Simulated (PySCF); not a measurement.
Cartesian coordinates (Å):
```xyz
5

Sc    -0.0387     0.1024     0.0410
F     -0.0531    -1.5228     0.9040
F      1.4424     1.1780     0.2252
O     -1.4667     0.6305    -1.0115
H     -2.2026     0.9193    -1.5716
```
Charge 0, spin multiplicity 1.

Task: Predict the charge on the central atom (Mulliken), total energy and LUMO from TPSSh-D3(BJ)/def2-TZVP // BP86-D3(BJ)/def2-SVP run with PySCF 2.14.0.

Result: 
- charge on the central atom (Mulliken): 1.49 e
- total energy: -1036.5937 Ha
- LUMO: -2.45 eV
